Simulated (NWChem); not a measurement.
GeH$_{3}$SeF; SMILES F[Se][GeH3]

Computed with NWChem. The geometry was optimised at PBE0/def2-SVP. Ions are spin-unrestricted doublets at the neutral geometry; other ion states weren't tried.

For level B3LYP/def2-SVP:

| Property | Result |
|---|---|
| vertical ionisation energy, ΔSCF (eV) | 9.18 |
| −ε(HOMO) (eV) | 6.54 |

Task: What are these values for level PBE/def2-SVP?

Result: 
| Item | Result |
|---|---|
| vertical ionisation energy, ΔSCF (eV) | 8.92 |
| −ε(HOMO) (eV) | 5.49 |
